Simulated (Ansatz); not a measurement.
CH7NOSi2 (`[SiH3]N[SiH]1CO1`), relaxed with RKS PBE-D4/def2-SVP in Ansatz 0.2.0 from a rough embedded geometry. The force threshold is 0.03 eV/Å; the program also tests the step.

The species carries charge 0 and has multiplicity 1.

Start:

```xyz
12

Si    0.643   -1.900    0.612
N     0.011   -0.314    0.871
Si   -0.145    0.455   -0.605
C    -1.159    1.966   -0.728
O     0.110    2.055   -0.237
H    -0.313   -2.613   -0.239
H     1.995   -1.806    0.105
H     0.655   -2.487    1.972
H     0.684    0.221    1.485
H     0.952    0.163   -1.602
H    -2.014    1.950    0.042
H    -1.420    2.311   -1.674
```

```json
{"step": "1", "energy (eV)": "-20420.4672", "largest force (eV/Å)": "3.898", "largest move (Å)": "0.000"}
{"step": "2", "energy (eV)": "-20421.2913", "largest force (eV/Å)": "1.815", "largest move (Å)": "0.195"}
{"step": "3", "energy (eV)": "-20421.5363", "largest force (eV/Å)": "0.499", "largest move (Å)": "0.200"}
{"step": "4", "energy (eV)": "-20421.6115", "largest force (eV/Å)": "0.887", "largest move (Å)": "0.159"}
{"step": "5", "energy (eV)": "-20421.6603", "largest force (eV/Å)": "0.391", "largest move (Å)": "0.085"}
{"step": "6", "energy (eV)": "-20421.6775", "largest force (eV/Å)": "0.492", "largest move (Å)": "0.128"}
{"step": "7", "energy (eV)": "-20421.7166", "largest force (eV/Å)": "0.194", "largest move (Å)": "0.150"}
{"step": "8", "energy (eV)": "-20421.7218", "largest force (eV/Å)": "0.240", "largest move (Å)": "0.131"}
{"step": "9", "energy (eV)": "-20421.7281", "largest force (eV/Å)": "0.113", "largest move (Å)": "0.066"}
{"step": "10", "energy (eV)": "-20421.7321", "largest force (eV/Å)": "0.135", "largest move (Å)": "0.072"}
{"step": "11", "energy (eV)": "-20421.7350", "largest force (eV/Å)": "0.187", "largest move (Å)": "0.095"}
{"step": "12", "energy (eV)": "-20421.7392", "largest force (eV/Å)": "0.208", "largest move (Å)": "0.084"}
{"step": "13", "energy (eV)": "-20421.7432", "largest force (eV/Å)": "0.290", "largest move (Å)": "0.151"}
{"step": "14", "energy (eV)": "-20421.7470", "largest force (eV/Å)": "0.285", "largest move (Å)": "0.068"}
{"step": "15", "energy (eV)": "-20421.7534", "largest force (eV/Å)": "0.241", "largest move (Å)": "0.091"}
{"step": "16", "energy (eV)": "-20421.7578", "largest force (eV/Å)": "0.167", "largest move (Å)": "0.149"}
{"step": "17", "energy (eV)": "-20421.7603", "largest force (eV/Å)": "0.144", "largest move (Å)": "0.036"}
{"step": "18", "energy (eV)": "-20421.7618", "largest force (eV/Å)": "0.069", "largest move (Å)": "0.047"}
{"step": "19", "energy (eV)": "-20421.7624", "largest force (eV/Å)": "0.022", "largest move (Å)": "0.053"}
```

End:

```xyz
12

Si    0.902   -1.995    0.736
N     0.226   -0.370    0.673
Si   -0.253    0.557   -0.710
C    -1.176    2.130   -0.609
O     0.298    2.155   -0.875
H     0.867   -2.528   -0.668
H     2.324   -1.998    1.235
H     0.095   -2.886    1.643
H     0.169    0.130    1.567
H    -0.218   -0.319   -1.915
H    -1.451    2.586    0.365
H    -1.782    2.538   -1.443
```

It took 21 s on 4 threads of an Arm Neoverse V2 on a shared host, with 0.17 GiB of host memory at the peak.
